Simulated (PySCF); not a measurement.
# Shapes and spin states of WF₃

All numbers come from PySCF, PBE0, basis W def2-TZVP with ECP60, F def2-TZVP (scalar-relativistic core potentials, no spin–orbit coupling, density fitting).

Relaxations began from a few typed shapes and spin states; open shells are unrestricted. The search is not exhaustive: other isomers or separated fragments can lie lower, and high-lying points may rest on an excited occupation.

Problem. Order these stationary points by electronic energy, lowest first, in kJ/mol from the lowest minimum.
A. doublet (⟨S²⟩ 1.23) Cs: W–F 1.824 Å, W–F 1.840 Å (×2); F–W–F 108.0°, F–W–F 126.0° (×2)
B. quartet D3h: W–F 1.866 Å (×3); F–W–F 120.0° (×3)
C. broken-symmetry Ms = 1/2 (⟨S²⟩ 1.75) D3h: W–F 1.864 Å (×3); F–W–F 120.0° (×3)

Solution. B (0.0), A (39.5), C (87.6).

Problem. Which of them are minima?

Solution. By energy in kJ/mol, 0.0: minimum; 39.5: minimum; 87.6: minimum.

Formally W is in oxidation state +3, d3, with 3 unpaired electrons (the high-spin count). The Mulliken spin on W is 2.97. The polar-tensor charge on W, 1.81, is below the formal one.

For the lowest minimum: open d and f shells are described by one determinant, and the ground state may have another occupation or spin. With an element this heavy the missing spin–orbit coupling can shift these numbers.
